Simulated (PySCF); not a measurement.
# C₆ coefficients of unlike pairs at CAM-B3LYP

Calculated with PySCF 2.14 from the dipole response of each species, C₆(A,B) = (3/π) ∫ α_A(iu) α_B(iu) du, in atomic units, from isotropic polarisabilities. For ions this is the dispersion term alone; charge-induced terms of lower order in 1/R come first.

| species | configuration | basis | relativity | α (bohr³) | C₆ (like pair) |
| --- | --- | --- | --- | --- | --- |
| Hg | [Xe] 4f14 5d10 6s2 (1S) | def2-TZVPPD with the def2 core potential (60 electrons) (6s6p3d2f1g) | core potential | 35.77 | 323.6 |
| Au³⁺ | [Xe] 4f14 5d8 (3F) | def2-QZVPPD with the def2 core potential (60 electrons) (7s5p4d4f2g) | core potential | 5.927 | 34.05 |
| Cd²⁺ | [Kr] 4d10 (1S) | aug-cc-pVTZ-PP with one added diffuse shell each of s, p, d, f, g type with ECP28MDF (7s7p6d4f3g) | core potential | 5.481 | 27.54 |

(1) Estimate C₆ for Cd²⁺ with Au³⁺.

No spin-orbit coupling is included.

The other pairs:

```csv
pair,C₆
"Cd²⁺, Hg",83.68
"Au³⁺, Hg",92.34
```

## Answers

(1) The integral gives 30.62. The combination rule 2 C_A C_B / (C_A α_B/α_A + C_B α_A/α_B) gives 30.61 and the geometric mean 30.62.
